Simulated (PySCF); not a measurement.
# Mn: ionisation energy

Mn [Ar] 3d5 4s2 (6S) → Mn⁺ [Ar] 3d5 4s1 (7S), as a difference of total energies. Calculation: PySCF 2.14, in x2c-QZVPPall with one added diffuse shell each of s, p, d, f, g type (12s8p6d5f3g, 128 functions); scalar relativity by spin-free X2C-1e. Correlated levels: valence: [Ar] frozen; valence and next inner shell: [Ne] frozen. The calculations carry no spin-orbit coupling.

| method | ionisation energy (eV) |
| --- | --- |
| UHF | 6.021 |
| LDA | 7.566 |
| PBE | 7.235 |
| PBE0 | 7.092 |
| r2SCAN | 6.945 |
| BLYP | 7.541 |
| r2SCANh | 6.950 |
| B2PLYP | 7.406 |
| MP2 (valence) | 7.059 |
| SCS-MP2 (valence) | 7.287 |
| MP2 (valence and next inner shell) | 7.170 |
| SCS-MP2 (valence and next inner shell) | 7.296 |

Errors of the correlated levels include the incompleteness of this basis and the frozen core.

**Question.** Which method comes closest to the reference value, and which is furthest?

**Answer.** The reference is 7.434 eV (measured; NIST Atomic Spectra Database, ionization energies). Closest: B2PLYP (error -0.028 eV); furthest: UHF (error -1.413 eV).
